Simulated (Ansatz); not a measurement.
`OCNBCl` and `OCNBF` differ in one element.

Ansatz, PBE0-D4/def2-TZVP geometries, multiplicity 1. Each molecule was computed in one conformer, which needn't be the lowest.

| property | `OCNBCl` |
| --- | --- |
| size of the dipole moment (ωB97M-V/def2-TZVPP) / D | 3.58 |
| HOMO energy (PBE/def2-TZVPP) / eV | -6.76 |
| HOMO–LUMO gap (PBE/def2-TZVPP) / eV | 5.76 |
| HOMO–LUMO gap (PBE0/def2-TZVPP) / eV | 8.20 |
| HOMO energy (B3LYP/def2-TZVPP) / eV | -7.98 |
| HOMO–LUMO gap (ωB97M-V/def2-TZVPP) / eV | 12.28 |

(1) Give the same properties after the change, and the shifts. (Estimate.)

## Answers

(1) Computed: 
```tsv
property	`OCNBF`	shift
size of the dipole moment (ωB97M-V/def2-TZVPP) / D	3.18	-0.40
HOMO energy (PBE/def2-TZVPP) / eV	-6.48	0.28
HOMO–LUMO gap (PBE/def2-TZVPP) / eV	6.13	0.37
HOMO–LUMO gap (PBE0/def2-TZVPP) / eV	8.66	0.46
HOMO energy (B3LYP/def2-TZVPP) / eV	-7.83	0.15
HOMO–LUMO gap (ωB97M-V/def2-TZVPP) / eV	12.61	0.33
```

With PBE0 the HOMO rises by 0.17 eV and the LUMO rises by 0.63 eV, so the gap widens by about 0.46 eV. PBE moves the HOMO by 0.28 eV and ωB97M-V by 0.08 eV. Dipoles are sizes alone; their direction can turn.

B3LYP here is the variant with VWN-RPA as its local correlation; programs differ in this.
